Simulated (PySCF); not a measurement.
HS (SMILES [SH]), doublet, at a GFN2-xTB geometry. Base run: PBE/def2-TZVP run with PySCF.

The PySCF input:
```python
from pyscf import gto, scf, dft, solvent

mol = gto.Mole()
mol.atom = '''
    S    -0.000000   -0.000000   -0.078263
    H     0.000000    0.000000    1.252213
'''
mol.basis = 'def2-tzvp'
mol.charge = 0
mol.spin = 1
mol.verbose = 4
mol.build()

mf = dft.UKS(mol)
mf.xc = 'pbe'
mf.kernel()
```

The base run was repeated with changes; each row names its change, and settings that it needs were set with it.

```
change                                                          ΔE vs base (kcal/mol)  dipole (D)
--------------------------------------------------------------  ---------------------  ----------
base                                                                            0.000        0.87
model = IEF-PCM; solvent = methanol                                             -1.94        1.16
model = IEF-PCM; solvent = chloroform                                           -1.39        1.08
model = IEF-PCM; solvent = tetrahydrofuran; vdw_scale = 1.4                     -0.92        1.03
model = IEF-PCM; solvent = tetrahydrofuran; lebedev_order = 11                  -1.57        1.10
model = IEF-PCM; solvent = tetrahydrofuran                                      -1.61        1.11
model = C-PCM; solvent = tetrahydrofuran                                        -1.73        1.13
model = ddCOSMO; solvent = tetrahydrofuran                                      -1.23        1.05
model = IEF-PCM; solvent = 2-propanol                                           -1.87        1.15
model = IEF-PCM; solvent = tetrahydrofuran; lebedev_order = 41                  -1.61        1.11
model = COSMO; solvent = tetrahydrofuran                                        -1.61        1.11
model = IEF-PCM; solvent = tetrahydrofuran; vdw_scale = 1.0                     -2.92        1.23
```

The base is the gas phase, so ΔE is the electrostatic part of solvation at a fixed geometry, without cavity and dispersion terms.

Open shells are given as the SCF converged; they aren't shown to be the lowest states, and a large step between rows can be another state.
